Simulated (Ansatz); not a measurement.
B₅Cl₃, relaxed as a singlet with RKS B3LYP-D4/def2-SVP in Ansatz, starting from the GFN1-xTB geometry. Force threshold 0.02 eV/Å.

The structure comes from a short search, and lower isomers may exist.

Start:

```xyz
8

B     0.806   -0.057   -0.070
B    -0.006    1.312    0.091
B     2.122   -0.756   -0.229
B    -0.805   -0.073    0.062
B    -2.114   -0.802    0.121
Cl   -0.016    3.051    0.210
Cl    3.706   -1.297   -0.398
Cl   -3.692   -1.377    0.214
```

(1) Estimate the energy that the relaxation releases and the steps that it takes.

(2) Does the start keep its bonding and symmetry?

(3) Predict the relaxed structure.

Answers

(1) 1.09 eV, in 20 steps; 34 s on 4 threads of Arm Neoverse V1 on a shared host. No frequencies were taken in this run, so the end may be a saddle point.

(2) Bonds formed: B2–B3, B2–B5 (atoms count from 1). The end is the same structure that another start reached. Point group C2v at the start, C2v at the end, both within 0.05 Å; within 0.015 Å the end is Cs.

(3) 
```xyz
8

B     0.7805   -1.3859   -0.1583
B     0.0156    0.1555    0.0094
B     1.8679   -0.3239   -0.1778
B    -0.7583   -1.3845   -0.0299
B    -1.8800   -0.3750    0.1313
Cl   -0.0184    1.9458    0.1340
Cl    3.2125    0.7168   -0.2203
Cl   -3.2197    0.6512    0.3116
```
Bond lengths: 7 × B–B 1.52 to 1.97 Å; 3 × B–Cl 1.70 to 1.79 Å.
